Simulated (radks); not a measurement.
Results of a calculation; reference values are marked as such.
Valence configurations of the argon ion Ar+ (all share [Ne]). Code: a radial shooting solver on a logarithmic mesh with Libxc functionals. Model: non-relativistic Kohn-Sham, PBE, spin-unpolarised, spherical densities, point nucleus. Energies are relative to 3s2 3p5; eigenvalues in eV.

\begin{tabular}{lrrr}
valence & E (eV) & e(3p) & e(3s) \\ \hline
3s2 3p5 & 0.000 & -22.132 & -36.454 \\
3s1.5 3p5.5 & 7.170 & -22.401 & -36.759 \\
3s1 3p6 & 14.357 & -22.665 & -37.057 \\
\end{tabular}

NIST lists [Ne] 3s2 3p5 as the ground configuration; this level of theory agrees among the configurations tried. The energies are those of spherical spin-averaged densities, not of single terms.
